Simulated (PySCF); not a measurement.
methane (CH₄), singlet, at a GFN2-xTB geometry, atoms displaced at random by about 0.08 Å a coordinate; TPSS/cc-pVDZ, gradient run with PySCF.

The PySCF input:
```python
from pyscf import gto, scf, dft

mol = gto.M(
    atom='''
C    -0.039128    0.131427   -0.056731
H     0.710621    0.506480    0.626749
H    -0.656820   -0.610084    0.630204
H     0.596878   -0.678757   -0.724132
H    -0.598511    0.488384   -0.615612
''',
    basis='cc-pvdz',
    charge=0,
    spin=0,
    verbose=4,
)

mf = dft.RKS(mol)
mf.xc = 'tpss'
mf.grids.level = 0
mf.kernel()
g = mf.nuc_grad_method()
g.grid_response = False
grad = g.kernel()
```

It wrote (shortened):

```
PySCF version 2.14.0

[INPUT] verbose = 4
[INPUT] num. atoms = 5
[INPUT] num. electrons = 10
[INPUT] charge = 0
[INPUT] spin (= nelec alpha-beta = 2S) = 0
[INPUT] symmetry False subgroup None
[INPUT] Mole.unit = angstrom
[INPUT] Symbol           X                Y                Z      unit          X                Y                Z       unit  Magmom
[INPUT]  1 C     -0.039128000000   0.131427000000  -0.056731000000 AA   -0.073941203802   0.248361035373  -0.107206052773 Bohr   0.0
[INPUT]  2 H      0.710621000000   0.506480000000   0.626749000000 AA    1.342879068365   0.957108487570   1.184383958845 Bohr   0.0
[INPUT]  3 H     -0.656820000000  -0.610084000000   0.630204000000 AA   -1.241209913137  -1.152891672979   1.190912962605 Bohr   0.0
[INPUT]  4 H      0.596878000000  -0.678757000000  -0.724132000000 AA    1.127935949778  -1.282664835131  -1.368411158034 Bohr   0.0
[INPUT]  5 H     -0.598511000000   0.488384000000  -0.615612000000 AA   -1.131021872540   0.922912003620  -1.163338078996 Bohr   0.0

nuclear repulsion = 13.6702636797545
number of shells = 17
number of NR pGTOs = 54
number of NR cGTOs = 34
basis = cc-pvdz
ecp = {}

******** <class 'pyscf.dft.rks.RKS'> ********
method = RKS
initial guess = minao
damping factor = 0
level_shift factor = 0
DIIS = <class 'pyscf.scf.diis.CDIIS'>
diis_start_cycle = 1
diis_space = 8
diis_damp = 0
SCF conv_tol = 1e-09
SCF conv_tol_grad = None
SCF max_cycles = 50
direct_scf = True
direct_scf_tol = 1e-13
XC library pyscf.dft.libxc version 7.1.2
    S. Lehtola, C. Steigemann, M. J. T. Oliveira, and M. A. L. Marques,  SoftwareX 7, 1–5 (2018)
XC functionals = tpss
    J. Tao, J. P. Perdew, V. N. Staroverov, and G. E. Scuseria,  Phys. Rev. Lett. 91, 146401 (2003)
    J. P. Perdew, J. Tao, V. N. Staroverov, and G. E. Scuseria,  J. Chem. Phys. 120, 6898 (2004)
    J. Tao, J. P. Perdew, V. N. Staroverov, and G. E. Scuseria,  Phys. Rev. Lett. 91, 146401 (2003)
    J. P. Perdew, J. Tao, V. N. Staroverov, and G. E. Scuseria,  J. Chem. Phys. 120, 6898 (2004)
radial grids:
    Treutler-Ahlrichs [JCP 102, 346 (1995); DOI:10.1063/1.469408] (M4) radial grids

becke partition: Becke, JCP 88, 2547 (1988); DOI:10.1063/1.454033
pruning grids: <function nwchem_prune>
grids dens level: 0
symmetrized grids: False
atomic radii adjust function: <function treutler_atomic_radii_adjust>
small_rho_cutoff = 0
Set gradient conv threshold to 3.16228e-05
Initial guess from minao.
tot grids = 3568
init E= -40.3009845939306
  HOMO = -0.399138954832098  LUMO = 0.0149939834723418  gap/eV = 11.26913
cycle= 1 E= -40.4082904941304  delta_E= -0.107  |g|= 0.377  |ddm|= 1.74
  HOMO = -0.251879425473347  LUMO = 0.0903405634524228  gap/eV = 9.31228
cycle= 2 E= -40.3676966083893  delta_E= 0.0406  |g|= 0.524  |ddm|= 0.789
  HOMO = -0.316198547137477  LUMO = 0.0604204267278874  gap/eV = 10.24832
cycle= 3 E= -40.4490594906385  delta_E= -0.0814  |g|= 0.00882  |ddm|= 0.474
  HOMO = -0.31615041785201  LUMO = 0.0601245954390826  gap/eV = 10.23896
cycle= 4 E= -40.4490832889838  delta_E= -2.38e-05  |g|= 0.00358  |ddm|= 0.0133
  HOMO = -0.31590152826123  LUMO = 0.0602110644918445  gap/eV = 10.23454
cycle= 5 E= -40.4490872612499  delta_E= -3.97e-06  |g|= 0.000476  |ddm|= 0.00338
  HOMO = -0.316021706860869  LUMO = 0.0601515616234729  gap/eV = 10.23620
cycle= 6 E= -40.4490873257391  delta_E= -6.45e-08  |g|= 3.93e-05  |ddm|= 0.000443
  HOMO = -0.316021079644926  LUMO = 0.0601503226828961  gap/eV = 10.23615
cycle= 7 E= -40.4490873261771  delta_E= -4.38e-10  |g|= 1.2e-05  |ddm|= 4.54e-05
  HOMO = -0.316022995664622  LUMO = 0.0601501771399331  gap/eV = 10.23619
Extra cycle  E= -40.4490873262028  delta_E= -2.57e-11  |g|= 8.11e-06  |ddm|= 1.9e-05
converged SCF energy = -40.4490873262028

******** <class 'pyscf.grad.rks.Gradients'> for <class 'pyscf.dft.rks.RKS'> ********
unit = Eh/Bohr
grid_response = False
--------------- RKS gradients ---------------
         x                y                z
0 C    -0.1921012174     0.2290138991    -0.1825732543
1 H    -0.0008057876    -0.0271440392     0.0017091300
2 H    -0.0167439943    -0.0241946323     0.0223110732
3 H     0.0259049555    -0.0340189242    -0.0266705333
4 H     0.1906847720    -0.1545442229     0.1903584009
----------------------------------------------
```
